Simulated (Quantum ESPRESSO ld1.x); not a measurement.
The iron ion Fe2+, configuration [Ne] 3s1.75 3p6 3d6 4p0.25 (fractional occupations, a model configuration). Calculated with ld1.x of Quantum ESPRESSO 7.5: Dirac Kohn-Sham, relativistic LDA (MacDonald-Vosko exchange, VWN5 correlation), spin-unpolarised, spherical densities, point nucleus; open shells fill j = l - 1/2 first.

Normalised radial functions P(r) = r R(r) (large component), r in bohr:

| r | 4s1/2 | 4p1/2 | 4p3/2 |
|---|---|---|---|
| 0.002903 | 0.0279 | 0.0007 | 0.0005 |
| 0.00378 | 0.0354 | 0.0011 | 0.0008 |
| 0.004961 | 0.0447 | 0.0017 | 0.0014 |
| 0.006512 | 0.0560 | 0.0028 | 0.0023 |
| 0.008548 | 0.0691 | 0.0044 | 0.0038 |
| 0.01122 | 0.0837 | 0.0072 | 0.0064 |
| 0.01461 | 0.0984 | 0.0114 | 0.0103 |
| 0.01918 | 0.1121 | 0.0181 | 0.0167 |
| 0.02517 | 0.1212 | 0.0283 | 0.0266 |
| 0.03304 | 0.1209 | 0.0434 | 0.0414 |
| 0.04302 | 0.1058 | 0.0640 | 0.0616 |
| 0.05647 | 0.0690 | 0.0916 | 0.0890 |
| 0.07412 | 0.0073 | 0.1242 | 0.1216 |
| 0.09729 | -0.0747 | 0.1561 | 0.1541 |
| 0.1277 | -0.1586 | 0.1758 | 0.1750 |
| 0.1663 | -0.2095 | 0.1668 | 0.1680 |
| 0.2183 | -0.1897 | 0.1114 | 0.1150 |
| 0.2865 | -0.0714 | 0.0026 | 0.0081 |
| 0.376 | 0.1217 | -0.1399 | -0.1339 |
| 0.4896 | 0.2960 | -0.2596 | -0.2557 |
| 0.6427 | 0.3433 | -0.2945 | -0.2952 |
| 0.8436 | 0.1844 | -0.1924 | -0.1988 |
| 1.107 | -0.1396 | 0.0357 | 0.0251 |
| 1.453 | -0.4887 | 0.3203 | 0.3088 |
| 1.893 | -0.6978 | 0.5530 | 0.5446 |
| 2.484 | -0.6879 | 0.6518 | 0.6494 |
| 3.261 | -0.4872 | 0.5679 | 0.5710 |
| 4.28 | -0.2400 | 0.3605 | 0.3657 |
| 5.573 | -0.0792 | 0.1614 | 0.1652 |
| 7.315 | -0.0146 | 0.0442 | 0.0457 |
| 9.601 | -0.0013 | 0.0066 | 0.0070 |

4s1/2 (empty): eigenvalue -21.232 eV, 3 radial nodes at r = 0.0761, 0.319, 0.995 bohr, <r> = 2.46 bohr, 90 % of the charge inside 3.61 bohr. 4p1/2: eigenvalue -15.227 eV, 2 radial nodes at r = 0.288, 1.07 bohr, <r> = 2.91 bohr, 90 % of the charge inside 4.31 bohr. 4p3/2 (empty): eigenvalue -15.096 eV, 2 radial nodes at r = 0.291, 1.08 bohr, <r> = 2.93 bohr, 90 % of the charge inside 4.34 bohr.
